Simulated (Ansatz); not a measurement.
Z-matrix (Å, degrees):
```
Ga
C 1 1.9783
H 2 1.1013 1 111.83
H 2 1.1013 3 108.23 1 -123.58
H 2 1.1029 3 107.26 4 -115.42
C 1 1.9920 2 119.35 3 40.23
H 6 1.1029 1 112.87 2 -167.30
H 6 1.1030 7 108.42 1 -125.46
H 6 1.1031 7 106.52 8 -114.08
C 1 1.9920 2 119.37 3 -162.45
H 10 1.1029 1 112.86 2 167.21
H 10 1.1029 11 108.42 1 125.46
H 10 1.1031 11 106.51 12 114.09
O 1 2.2242 2 100.28 3 -61.10
H 14 0.9659 1 107.08 2 -123.55
H 14 0.9660 15 105.43 1 113.82
```
Charge 0, multiplicity 1.

Method: Ansatz (an electronic-structure program) with frozen-core CCSD(T)/cc-pVTZ // PBE0-D3(BJ)/def2-SVP.

The HF energy is -2118.24317 Ha and the MP2 correlation energy is -0.98548 Ha.

Task: Estimate the CCSD correlation energy, the (T) correction, the total energy and the T1 diagnostic.

Result: 
```
Quantity                          Value
-----------------------  --------------
CCSD correlation energy     -1.03525 Ha
(T) correction              -0.04045 Ha
CCSD(T) total energy     -2119.31887 Ha
T1 diagnostic                     0.010
```
